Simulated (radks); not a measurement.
Task: Ho IX, 59 electrons, occupied as [Kr] 4d10 4f10 5s2 5p1 (the NIST ground configuration). Method: scalar-relativistic Kohn-Sham, PBE, spin-polarised, spherical densities, point nucleus; open shells are filled with parallel spins first (spin-orbit coupling, left out, can overturn this in heavy ions); computed with a radial shooting solver on a logarithmic mesh with Libxc functionals. Some entries of the table are withheld. Estimate them.

| orbital | occ. | eigenvalue (hartree) | <r> (bohr) | r(max) (bohr) |
|---|---|---|---|---|
| 1s up | 1 | -2044.230 | 0.02074 | 0.01311 |
| 1s down | 1 | -2044.227 | 0.02074 | 0.01311 |
| 2s up | 1 | -345.6873 | 0.08808 | 0.07460 |
| 2s down | 1 | -345.6841 | 0.08808 | 0.07460 |
| 2p up | 3 | -306.7473 | 0.07806 | 0.06060 |
| 2p down | 3 | -306.7434 | 0.07806 | 0.06060 |
| 3s up | 1 | -80.69292 | 0.2299 | 0.2112 |
| 3s down | 1 | -80.62432 | 0.2297 | 0.2112 |
| 3p up | 3 | -68.79430 | 0.2289 | 0.2077 |
| 3p down | 3 | -68.72546 | 0.2287 | 0.2076 |
| 3d up | 5 | -53.70323 | 0.2079 | 0.1696 |
| 3d down | 5 | -53.65016 | 0.2077 | 0.1695 |
| 4s up | 1 | -19.56560 | 0.5185 | 0.4837 |
| 4s down | 1 | -19.41843 | 0.5186 | 0.4837 |
| 4p up | 3 | -15.64808 | 0.5494 | 0.5054 |
| 4p down | 3 | -15.50250 | 0.5495 | 0.5054 |
| 4d up | 5 | -10.35347 | 0.5935 | 0.5226 |
| 4d down | 5 | -10.20770 | 0.5935 | 0.5226 |
| 5s up | 1 | -5.98470 | 1.173 | 1.092 |
| 5s down | 1 | -5.85179 | 1.179 | 1.094 |
| 5p up | 1 | -4.90344 | 1.302 | (1) |
| 5p down | 0 | -4.78249 | 1.313 | (2) |
| 4f up | 7 | (3) | 0.7224 | 0.5171 |
| 4f down | 3 | (4) | 0.7257 | 0.5178 |
| 5d up | 0 | -3.47614 | 1.571 | 1.436 |
| 5d down | 0 | -3.38090 | 1.593 | 1.453 |
| 6s up | 0 | -2.84030 | (5) | 2.217 |
| 6s down | 0 | -2.78685 | (6) | 2.230 |

Result: 
(1) 5p up r(max) (bohr): 1.205
(2) 5p down r(max) (bohr): 1.210
(3) 4f up eigenvalue (hartree): -4.52743
(4) 4f down eigenvalue (hartree): -4.37896
(5) 6s up <r> (bohr): 2.244
(6) 6s down <r> (bohr): 2.261
